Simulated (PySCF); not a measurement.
Compound: C3H7BS.
Geometry (PBE0-D3(BJ)/def2-SVP, Å), atoms numbered from 1 in this order:
```
atom  x, y, z in Å
C1     2.6288    0.2865   -0.6417
C2     1.4044   -0.1371   -0.9974
B3     0.1964    0.0149   -0.0451
S4    -1.4043   -0.5388   -0.5773
C5    -2.5000   -0.1715    0.8229
H6     3.5017    0.1945   -1.2984
H7     2.8028    0.7478    0.3366
H8     1.2858   -0.5948   -1.9883
H9     0.3224    0.5014    1.0559
H10   -2.5860    0.9130    0.9708
H11   -3.4910   -0.5807    0.5857
H12   -2.1262   -0.6420    1.7412
```

Jobs on this species (12 atoms, 46 electrons) with PySCF (density fitting). Hardware of each: Arm Neoverse V1, one thread (shared host). Times come from a shared host and carry two figures at best. Peak memory is the resident size of the whole Python process, interpreter and libraries included.

| level and settings | work | basis functions | SCF cycles | wall time | peak memory |
| --- | --- | --- | --- | --- | --- |
| delta-SCF UKS SCAN, pcX-2 on the ionised atom, pcseg-1 elsewhere, non-relativistic | ΔSCF core ionisation, 6 holes | 151 | ? | ? | ? |
| delta-SCF UKS SCAN, pcX-2 on the ionised atom, pcseg-1 elsewhere, spin-free X2C | ΔSCF core ionisation, 6 holes | 151 | ? | ? | ? |
| delta-SCF UKS SCAN, pcX-1 on the ionised atom, pcseg-1 elsewhere, spin-free X2C | ΔSCF core ionisation, 6 holes | 131 | 107 | 27 s | 0.55 GiB |
| delta-SCF UKS PBE0, pcX-2 on the ionised atom, pcseg-1 elsewhere, spin-free X2C | ΔSCF core ionisation, 6 holes | 151 | 90 | 34 s | 0.55 GiB |
| PBE0-D3(BJ)/def2-SVP, grid level 1 | geometry optimisation from a GFN2-xTB start shaken at random | 109 | 50 | 26 s | 0.44 GiB |
| delta-SCF UKS PBE, pcX-2 on the ionised atom, pcseg-1 elsewhere, spin-free X2C | ΔSCF core ionisation, 6 holes | 151 | 100 | 19 s | 0.55 GiB |
| delta-SCF UKS SCAN, def2-TZVP on the ionised atom, pcseg-1 elsewhere, spin-free X2C | ΔSCF core ionisation, 6 holes | 128 | 108 | 30 s | 0.55 GiB |
| delta-SCF UKS B3LYP, pcX-2 on the ionised atom, pcseg-1 elsewhere, spin-free X2C | ΔSCF core ionisation, 6 holes | 151 | 91 | 35 s | 0.55 GiB |

**Question.** Fill in the missing figures.

**Answer.** 
- delta-SCF UKS SCAN, pcX-2 on the ionised atom, pcseg-1 elsewhere, non-relativistic; ΔSCF core ionisation, 6 holes: 31 s, 0.55 GiB, 109 SCF cycles
- delta-SCF UKS SCAN, pcX-2 on the ionised atom, pcseg-1 elsewhere, spin-free X2C; ΔSCF core ionisation, 6 holes: 31 s, 0.48 GiB, 109 SCF cycles

**Question.** What do all jobs in the table cost together?

**Answer.** About 3.9 min; the longest takes about 15 % of that, and about 1.8 times as long as the shortest.
